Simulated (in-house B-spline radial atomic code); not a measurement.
Configurations of Ag V (Ag4+), with energies counted from [Kr] 4d7. Level of theory: non-relativistic LC-wPBE, spin-polarised, spherical fractional occupations, point nucleus; calculated with a radial B-spline atomic code at the basis-set limit. Shells without spins written out take the highest spin.

Caution: exact exchange at fractional occupations of open shells leaves self-interaction of up to several eV.

Occupations are held fixed; configurations that lie above the ionisation limit could autoionise.

```csv
configuration,E - E(ref) (eV),highest orbital,its <r> (bohr)
[Kr] 4d6 5f1,50.417,5f up,5.086
[Ar] 3d10 4s2 4p5 4d7 4f1,101.21,4f up,2.562
"[Ar] 3d10 4s2 4p(3 up, 2 down) 4d(2 up, 5 down) 5f(1 up, 0 down)",112.79,5f up,5.168
[Ar] 3d9 4s2 4p6 4d8,376.84,4d down,1.156
"[Ar] 3d(4 up, 5 down) 4s2 4p6 4d(3 up, 4 down) 5p(1 up, 0 down)",415.62,5p up,2.456
[Ar] 3d9 4s2 4p6 4d7 4f1,424.88,4f up,2.563
[Ar] 3d9 4s2 4p6 4d7 5f1,432.55,5f up,5.003
```

Task: Order these further configurations by energy, lowest first.
A. [Ar] 3d9 4s2 4p6 4d7 5d1
B. [Kr] 4d(5 up, 1 down) 5s(0 up, 1 down)
C. [Ar] 3d9 4s2 4p6 4d7 5p1
D. [Kr] 4d(3 up, 4 down)
E. [Ar] 3d(4 up, 5 down) 4s2 4p6 4d(4 up, 3 down) 5f(1 up, 0 down)

Result: D (5.9543 eV), B (17.331 eV), C (408.81 eV), A (421.33 eV), E (439.29 eV).

Task: How far above the reference does [Ar] 3d10 4s2 4p5 4d7 5d1 lie?

Result: 97.994 eV; its least bound orbital is 5d up with <r> = 3.212 bohr.

Task: How far above the reference does [Ar] 3d10 4s2 4p5 4d7 5s1 lie?

Result: 74.544 eV; its least bound orbital is 5s up with <r> = 2.164 bohr.

Task: How far above the reference does [Kr] 4d6 5s1 lie?

Result: 16.035 eV; its least bound orbital is 5s up with <r> = 2.172 bohr.
